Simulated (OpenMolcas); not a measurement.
## Levels of Ar IV by method

```yaml
Program: OpenMolcas 26.06
Basis: ANO-RCC [8s7p5d4f2g]
Scalar_Hamiltonian: DKH2, point nucleus
Active_space: 5 electrons in 9 orbitals (RAS2 3s 3p; RAS3 3d, at most 2 electrons)
State_averaging: 2S+1 = 4 odd, 1 root; 2S+1 = 2 odd, 11 roots; 2S+1 = 4 even, 3 roots; 2S+1 = 2 even, 9 roots
Spin-orbit_coupling: state interaction with AMFI integrals over the reference wave functions, term energies averaged over their components
```

Methods on the same reference wave functions:
A. RASSCF
B. SS-RASPT2, IPEA 0.25 Eh, imaginary shift 0.1 Eh (closed shells correlated: 2s 2p)
C. MS-RASPT2, IPEA 0.25 Eh, imaginary shift 0.1 Eh (closed shells correlated: 2s 2p)
D. XMS-RASPT2, IPEA 0.25 Eh, imaginary shift 0.1 Eh (closed shells correlated: 2s 2p)

Energies in eV above 3s² 3p³ ⁴S°_3/2, the measured ground level; measured values from Saloman, J. Phys. Chem. Ref. Data 39, 033101 (2010).

```json
{"Level": "3s² 3p³ ⁴S°_3/2", "A": "0.0000", "B": "0.0000", "C": "0.0000", "D": "0.0000", "Measured": "0.0000"}
{"Level": "3s² 3p³ ²D°_3/2", "A": "3.1173", "B": "2.637", "C": "2.637", "D": "2.619", "Measured": "2.6149"}
{"Level": "3s² 3p³ ²D°_5/2", "A": "3.1302", "B": "2.650", "C": "2.650", "D": "2.632", "Measured": "2.6309"}
{"Level": "3s² 3p³ ²P°_1/2", "A": "4.8768", "B": "4.383", "C": "4.370", "D": "4.381", "Measured": "4.3214"}
{"Level": "3s² 3p³ ²P°_3/2", "A": "4.8902", "B": "4.397", "C": "4.385", "D": "4.396", "Measured": "4.3435"}
{"Level": "3s 3p⁴ ⁴P_5/2", "A": "14.5845", "B": "14.648", "C": "14.648", "D": "14.621", "Measured": "14.5760"}
{"Level": "3s 3p⁴ ⁴P_3/2", "A": "14.6912", "B": "14.754", "C": "14.754", "D": "14.728", "Measured": "14.6941"}
{"Level": "3s 3p⁴ ⁴P_1/2", "A": "14.7522", "B": "14.815", "C": "14.815", "D": "14.788", "Measured": "14.7595"}
{"Level": "3s 3p⁴ ²D_3/2", "A": "18.7004", "B": "18.361", "C": "18.361", "D": "18.329", "Measured": "18.0919"}
{"Level": "3s 3p⁴ ²D_5/2", "A": "18.7051", "B": "18.366", "C": "18.366", "D": "18.334", "Measured": "18.1016"}
```

Deviations, from unrounded energies. A percentage is the sum of absolute deviations over the sum of measured energies, with the sign that they share, or ± where signs differ.

```json
{"Against measurement": "mean absolute deviation (cm-1)", "Levels": "9", "A": "3000", "B": "780", "C": "760", "D": "620"}
{"Against measurement": "other terms of the ground configuration (%)", "Levels": "4", "A": "+15.1", "B": "+1.1", "C": "+0.9", "D": "+0.8"}
{"Against measurement": "other configurations (%)", "Levels": "5", "A": "±1.5", "B": "+0.9", "C": "+0.9", "D": "+0.7"}
```

D lies closest to measurement on these levels and A furthest from it. The largest miss of D in the table is 3s 3p⁴ ²D_3/2, by +1900 cm-1. The ranking rests on the paired levels alone, and a cruder setting can come out closer through cancelling errors.

Among B to D the level of the table that moves most is 3s 3p⁴ ²D_5/2, by 250 cm-1 (lowest in D, highest in C). Moves below CASPT2's spread within the term are not significant.

From A to B the spin-free energies of the other terms of 3s² 3p³ shown, above ⁴S°, scale by factors of 0.85 to 0.90.

The lowest spin-free term lies below A's lowest term by 0.203 hartree in B, 0.203 hartree in C, 0.203 hartree in D.

CASPT2 breaks the degeneracy within a term, and the mean is taken; among the terms shown or strongly mixed into the levels shown the widest spread is 140 cm-1 (3s 3p⁴ ²D, C). The run also gave levels led by 3s² 3p² 3d, which use shells meant for correlation; these and all levels above them are left out. Some terms mix strongly with configurations of 3d, whose occupation reaches 0.29 (3s 3p⁴ ⁴P, 3s 3p⁴ ²D). Measured partners are found by configuration, term and J. A level has none where our copy of the source lacks it or the pairing is in doubt (some pairs that miss far off the trend of their configuration count as doubtful), and it then counts in no deviation. Levels of configurations outside the active space are missing. Levels that lie high or do not pair safely by name in every column are left out.

° marks odd parity.
